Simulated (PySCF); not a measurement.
## C3H13NSi2: core ionisation energies

Compound: C3H13NSi2.
Structure used (PBE0-D3(BJ)/def2-SVP), in Å, numbered top down from 1:
```xyz
19
C3H13NSi2 angstrom
C     -3.6471    0.3177   -0.0073
N     -2.3015   -0.0910    0.3158
Si    -0.9336    0.1061   -0.7290
C      0.6484   -0.1429    0.2625
C      1.9197    0.0452   -0.5754
Si     3.5145   -0.2439    0.3901
H     -4.2203    0.5639    0.9026
H     -3.6213    1.2320   -0.6218
H     -4.2297   -0.4359   -0.5734
H     -2.2576   -0.8353    1.0035
H     -1.0051    1.4915   -1.2952
H     -0.8791   -0.8327   -1.9072
H      0.6246   -1.1568    0.7024
H      0.6305    0.5565    1.1164
H      1.9585    1.0642   -0.9997
H      1.9202   -0.6378   -1.4436
H      3.5980    0.6994    1.5495
H      4.7167   -0.0397   -0.4777
H      3.5442   -1.6419    0.9256
```

Theory: delta-SCF UKS SCAN, pcX-2 on the ionised atom, pcseg-1 elsewhere, spin-free X2C (PySCF 2.14.0). Each binding energy is the total energy of the core-ionised species, with the hole localised on one atom, minus that of the ground state; both are solved self-consistently, so orbital relaxation is included.

List the computed XPS lines with their assignment.

```tsv
atom(s)	bonded to	level	binding energy (eV)	2p1/2 (eV)	above the level's lowest (eV)	count
Si3	N, C and 2 H	Si 1s	1846.23	–	+0.04	1
Si6	C and 3 H	Si 1s	1846.19	–	0.00	1
N2	C, H and Si	N 1s	404.28	–	0.00	1
C1	N and 3 H	C 1s	291.56	–	+1.47	1
C5	C, 2 H and Si	C 1s	290.23	–	+0.14	1
C4	C, 2 H and Si	C 1s	290.09	–	0.00	1
Si6	C and 3 H	Si 2p3/2	106.44	107.06	+0.06	1
Si3	N, C and 2 H	Si 2p3/2	106.38	107.00	0.00	1
```

The listed C 1s values span 1.47 eV, from C4 (bonded to C, 2 H and Si) to C1 (bonded to N and 3 H). The widest gap between neighbouring values is 1.33 eV, between 290.23 and 291.56 eV. Summing the Pauling electronegativity differences to the bonded atoms, each weighted by its formal bond order, gives -1.35 for the lowest site and -0.56 for the highest; no listed site has a larger sum than the highest.

The 2 Si 1s values lie within 0.04 eV of each other; Gaussian lines of 0.5 eV full width would blend them into one maximum.

The 2 Si 2p3/2 values lie within 0.06 eV of each other.

Which photon wavelength matches the C 1s of C1 threshold?

λ = hc/E = 12398.42 eV Å / 291.56 eV = 42.524 Å.

Which effective nuclear charge Zeff reproduces each element's mean 1s value in the hydrogen-like formula E = 13.606 eV × Zeff²?

C (Z = 6): mean 290.6 eV, Zeff = 4.62, Z − Zeff = 1.38; N (Z = 7): mean 404.3 eV, Zeff = 5.45, Z − Zeff = 1.55; Si (Z = 14): mean 1846.2 eV, Zeff = 11.65, Z − Zeff = 2.35. Means run over the listed sites, weighted by atom count.

2p3/2 and 2p1/2 are the ΔSCF energy of one spin-free 2p hole plus the eigenvalues of a spin–orbit and ligand-field matrix of the shell. 2p1/2 minus 2p3/2 (ligand field included): Si 0.62 eV. Geometry: PBE0-D3(BJ)/def2-SVP, one conformer, isolated molecule.
